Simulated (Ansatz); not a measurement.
The lowest singlet and triplet of CH4Si (SMILES C=[SiH2]); geometries from B3LYP-D3(BJ)/def2-TZVP, each state relaxed from the structure named, with no frequency check.
Singlet at the triplet's geometry (charge 0, multiplicity 1):
```xyz
6

C     -1.21424    -0.10700     0.15044
Si     0.59498     0.08779    -0.15269
H     -1.97144     0.18900    -0.56591
H     -1.60570    -0.53191     1.07092
H      1.30238    -1.22347    -0.12812
H      1.23046     0.97933     0.85813
```

A positive gap puts the triplet lower; no zero-point energy. R- takes a restricted singlet. U- takes an unrestricted singlet (broken symmetry where lower, unprojected). The triplet is unrestricted in single-reference levels. Active spaces average the two states.

Cores are frozen in the correlated methods.

Programs: Ansatz (Gaussian orbitals). Each number belongs to the level named beside it.

```tsv
level	gap E(singlet) − E(triplet), vertical, at the triplet's geometry (kcal/mol)
U-r2SCAN/def2-TZVPP (spin-contaminated)	0.28
R-BHLYP/def2-TZVPP	37.79
U-MP2/cc-pV(T+d)Z (spin-contaminated)	0.66
R-SCS-MP2/cc-pV(T+d)Z	23.45
U-CCSD(T)/cc-pV(D+d)Z (spin-contaminated)	0.76
SA-CASSCF(2,2)/cc-pV(D+d)Z	2.31
SA-CASSCF(2,2)/cc-pV(T+d)Z	2.20
FIC-NEVPT4(SD) on SA-CASSCF(2,2)/cc-pV(D+d)Z	1.60
FIC-MRCISD+Q on SA-CASSCF(2,2)/cc-pV(T+d)Z	?
```

Problem. Some entries are withheld; supply them.

Solution. 
- FIC-MRCISD+Q on SA-CASSCF(2,2)/cc-pV(T+d)Z, gap E(singlet) − E(triplet), vertical, at the triplet's geometry (kcal/mol): 1.48

Doubts at one or more of the structures used: a restricted determinant that unrestricted orbitals would lower (R-BHLYP/def2-TZVPP, R-SCS-MP2/cc-pV(T+d)Z).

Ansatz is a program for electronic structure.
